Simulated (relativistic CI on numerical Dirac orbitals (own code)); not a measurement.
**Re4+ (5d3) in a crystal field**

Calculated by Dirac-Coulomb-Breit CI, KLI orbitals optimised for each configuration, a model potential for QED, one configuration in a parametric crystal field, unscaled Slater integrals (own radial code). With so little scaling, terms lie 10 to 35 % too far apart, which can change the order of excited levels.

Field parameters in Wybourne normalisation: D3d B²₀ = −7Dσ, B⁴₀ = −14Dq − 21Dτ, B⁴₃ = −14√(10/7) Dq. The field is a parameter set, without covalency.

S is read from ⟨S²⟩ = S(S + 1).

Levels (cm⁻¹, degeneracy): 0 (2), 92 (2), 14800 (2), 15900 (2), 16976 (2), 17073 (2), 18140 (2), 27075 (2), 27142 (2), 28151 (2), 30414 (2), 30902 (2).

(1) Which field gives this pattern?
A. D3d, 10Dq = 39900, Dσ = 420, Dτ = -260 cm⁻¹
B. D3d, 10Dq = 25000, Dσ = 500, Dτ = -140 cm⁻¹
C. D3d, 10Dq = 31600, Dσ = 280, Dτ = -380 cm⁻¹
D. D3d, 10Dq = 44850, Dσ = 360, Dτ = -370 cm⁻¹

## Answers

(1) C. D3d, 10Dq = 31600, Dσ = 280, Dτ = -380 cm⁻¹, ground level with S = 1.48.
